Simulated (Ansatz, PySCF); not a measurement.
Noncovalent pair: HF (SMILES F) (first 2 atoms) with H2S (SMILES S); geometry from B3LYP-D3(BJ)/def2-TZVP, rigid monomers moved along the line of their centres of mass till H2···S3 is 2.02 Å.
(charge 0, multiplicity 1):
```xyz
5

F      0.0036    -0.1409    -0.3429
H      0.1275    -0.3538     0.5634
S      0.2827    -0.6665     2.5505
H     -1.0273    -0.4627     2.7693
H      0.5915     0.6143     2.8146
```

Interaction energies are E(AB) − E(A) − E(B) at the monomers' geometry in the complex; basis-set methods are counterpoise corrected. Rows marked so take none.

Correlated levels freeze the cores. Rows in 6-31G* carry no dispersion term and start afresh at each structure (6-31G* with six Cartesian d functions).

Codes used: Ansatz (Gaussian orbitals); PySCF for 6-31G* rows, the dispersion terms. Values without a source in brackets are computed.

Question: Predict the interaction energy from B3LYP-D4/def2-TZVPPD.

Answer: -21 kJ/mol

Question: What interaction energy does CCSD(T)/aug-cc-pV(D+d)Z give?

Answer: -11 kJ/mol

Question: What interaction energy does HF/6-31G* (no counterpoise) give?

Answer: -1 kJ/mol

Ansatz is a first-principles code.
